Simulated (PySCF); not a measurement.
C₄H₁₀B, SMILES CC[B]CC (connectivity only; charge and spin as stated), charge +1, multiplicity 1. Atoms are numbered in the order given.

```xyz
15

C     -0.3118    -2.5569     0.0000
C      0.6377    -1.3370     0.0000
B      0.0000     0.0000     0.0000
C     -0.6377     1.3370     0.0000
C      0.3118     2.5569     0.0000
H     -0.9503    -2.5697     0.8932
H      0.2929    -3.4728     0.0000
H     -0.9503    -2.5697    -0.8932
H      1.3146    -1.3444    -0.8822
H      1.3146    -1.3444     0.8822
H     -1.3146     1.3444    -0.8822
H     -1.3146     1.3444     0.8822
H     -0.2929     3.4728     0.0000
H      0.9503     2.5697     0.8932
H      0.9503     2.5697    -0.8932
```
Charge +1, spin multiplicity 1.

Geometry: PBE0-D3(BJ)/def2-SVP. The spin state was assumed, not searched. The isomer is the one that the SMILES or the coordinates give; other isomers of the formula were not compared. One conformer was computed; it need not be the lowest.

Level of theory: r2SCAN/def2-TZVP (PySCF).

ESP charges are fitted to the potential on shells at 1.4 to 2.0 van der Waals radii. Atomic charges (e):

```tsv
atom	Löwdin	meta-Löwdin	ESP fit
C1	-0.23	-0.32	?
C2	-0.18	-0.33	-0.11
B3	0.07	0.60	?
C4	-0.18	-0.33	-0.11
C5	-0.23	-0.32	?
H6	0.14	0.14	0.16
H7	0.15	0.16	0.18
H8	0.14	0.14	0.16
H9	0.22	0.20	?
H10	0.22	0.20	?
H11	0.22	0.20	?
H12	0.22	0.20	?
H13	0.15	0.16	0.18
H14	0.14	0.14	0.16
H15	0.14	0.14	0.16
```

Question: Fill in the missing entries. (Estimate from the structure and the level; the computed values follow.)

Answer: 
- C1, ESP fit: -0.41
- B3, ESP fit: 0.43
- C5, ESP fit: -0.41
- H9, ESP fit: 0.15
- H10, ESP fit: 0.15
- H11, ESP fit: 0.15
- H12, ESP fit: 0.15

Question: Give the Mayer and Wiberg (Löwdin basis) orders of the bonds. (The exact figures need the calculation; the answer reports its results.)

Answer: 
```tsv
bond	Mayer	Wiberg
C1–C2	0.92	1.20
C2–B3	1.22	1.48
B3–C4	1.22	1.48
C4–C5	0.92	1.20
C1–H6	0.96	0.90
C1–H7	0.96	0.89
C1–H8	0.96	0.90
C2–H9	0.86	0.73
C2–H10	0.86	0.73
C4–H11	0.86	0.73
C4–H12	0.86	0.73
C5–H13	0.96	0.89
C5–H14	0.96	0.90
C5–H15	0.96	0.90
```
